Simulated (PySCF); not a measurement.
Ga(F)2(NCO) (CF2GaNO), SMILES C(=O)=[N][Ga]([F])[F].

Coordinates come from a TPSSh-D3(BJ)/def2-SVP optimisation. The structure was generated by enumeration; whether it is a known compound was not checked. Other conformers were not sampled.

Two levels are set side by side: PBE/def2-TZVP (PySCF) and M06-2X/def2-TZVP (PySCF). Same geometry, gas phase. Differences are taken from unrounded values.

```
quantity                       PBE
---------------------------  -----
orbital gap (eV)              4.98
highest occupied level (eV)  -7.99
lowest empty level (eV)      -3.01
dipole moment (D)             0.16
mean polarisability (bohr³)   43.8
```

Task: These are the PBE values. What does M06-2X give? (Estimate from the structure and the level; the computed values follow.)

Result: 
| quantity | M06-2X | PBE minus M06-2X |
|---|---|---|
| orbital gap (eV) | 9.72 | -4.74 |
| highest occupied level (eV) | -10.92 | 2.93 |
| lowest empty level (eV) | -1.20 | -1.81 |
| dipole moment (D) | 0.18 | -0.02 |
| mean polarisability (bohr³) | 39.6 | 4.2 |

Without exact exchange PBE keeps part of each electron's self-repulsion, which lifts occupied levels and narrows the gap. PBE's more diffuse valence density responds more strongly to a field. Differences between two approximate levels are no errors against the true value.

Rough cost on one machine, each run with all the roots and properties that it gave: M06-2X against PBE about 5 times.
